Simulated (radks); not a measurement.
Values are calculated unless marked as measured or tabulated.
Orbital eigenvalues (eV) of neutral silicon, [Ne] 3s2 3p2, at several levels of relativity; Dirac values are averaged over j with weights 2j + 1. Spin-unpolarised spherical Kohn-Sham, PBEsol, point nucleus unless stated (finite: rms radius 3.1224 fm), a radial shooting solver on a logarithmic mesh with Libxc functionals. A level marked "c x" has the speed of light scaled by that factor and shares open shells by 2j + 1; other Dirac levels either fill j = l - 1/2 first or share by 2j + 1.

shell  non-rel.  Dirac, low j first  Dirac, 2j+1 shares, finite nucleus  Dirac, c x 5  change of magnitude, last against first (%)
1s      -1777.6             -1782.2                             -1782.2       -1777.8                                        +0.01
2s      -138.47             -139.09                             -139.12       -138.50                                        +0.02
2p      -95.457             -95.382                             -95.412       -95.455                                        0.00
3s      -10.724             -10.753                             -10.768       -10.726                                        +0.02
3p      -4.0662             -4.0448                             -4.0570       -4.0659                                        -0.01
